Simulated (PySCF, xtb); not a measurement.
C₃H₇, SMILES [CH2]CC, multiplicity 2.

Harmonic wavenumbers (cm⁻¹) from xtb 6.7.1 with GFN2-xTB at its own minimum, in rising order: 61, 225, 380, 424, 779, 895, 958, 1038, 1132, 1171, 1215, 1326, 1398, 1414, 1457, 1502, 1506, 2811, 2884, 3033, 3035, 3040, 3138, 3181.

Task: What does PBE-D3(BJ)/def2-TZVP (PySCF 2.14.0) give at its own minimum? (The exact figures need the calculation; the answer reports its results.)

Result: 96, 240, 363, 480, 731, 866, 900, 1011, 1076, 1136, 1220, 1312, 1355, 1406, 1415, 1445, 1452, 2855, 2937, 2969, 3036, 3044, 3076, 3176. Paired by order, the mean absolute difference is 35 cm⁻¹ and the zero-point energies are 54.3 and 53.8 kcal/mol.
